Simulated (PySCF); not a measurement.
**W (tungsten, neutral) across methods**

[Xe] 4f14 5d4 6s2, high-spin 5D determinant. Calculation: PySCF 2.14, in aug-cc-pwCVDZ-PP with ECP60MDF (6s6p5d3f, 70 functions); a scalar-relativistic core potential.

```tsv
method	E (hartree)	mean ε 5d α (eV)	mean ε 6s α (eV)	mean ε 6s β (eV)	Σ⟨r²⟩ (bohr²)	⟨S²⟩
BHandHLYP	-67.1666	-7.779	-7.196	-6.002	57.95	6.009
LC-wPBE	-67.2787	-9.279	-8.796	-7.220	57.35	6.014
LDA	-67.1310	-5.431	-6.329	-5.032	57.74	6.008
PBE	-67.3049	-5.377	-6.117	-4.728	57.77	6.009
revPBE	-67.3457	-5.360	-6.074	-4.638	57.80	6.011
UHF	-66.67738	-10.353	-8.306	-6.078	59.86	6.038
M06	-67.2505	-6.298	-6.515	-5.734	56.88	6.003
r2SCAN	-67.3050	-5.797	-6.453	-4.792	57.90	6.027
PBE0	-67.2654	-6.703	-6.814	-5.322	57.67	6.011
```

Energies and moments cover only the electrons outside the core potential. Spin-orbit coupling, absent here, splits the open shell strongly.
